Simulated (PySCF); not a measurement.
Calculation: PBE0-D3(BJ)/def2-TZVP in PySCF 2.14.0. Gas-phase values, no solvent. Delta-SCF ions had no search for a lower state. 

Reference species (SMILES): `[AlH2][Cl]` (neutral, multiplicity 1).

```yaml
vertical ionisation energy (Delta-SCF): 10.89 eV
HOMO–LUMO gap: 6.94 eV
LUMO: -1.63 eV
```

Changed species: `[AlH3]` (0 of 3 H replaced by Cl; the reference has 1 of 3 H replaced by Cl).

Give the shifts of the vertical ionisation energy (Delta-SCF), HOMO–LUMO gap and LUMO.

the vertical ionisation energy (Delta-SCF) rises by 0.25 eV, to 11.14 eV; the HOMO–LUMO gap decreases by 0.11 eV, to 6.83 eV; the LUMO falls by 0.12 eV, to -1.75 eV.
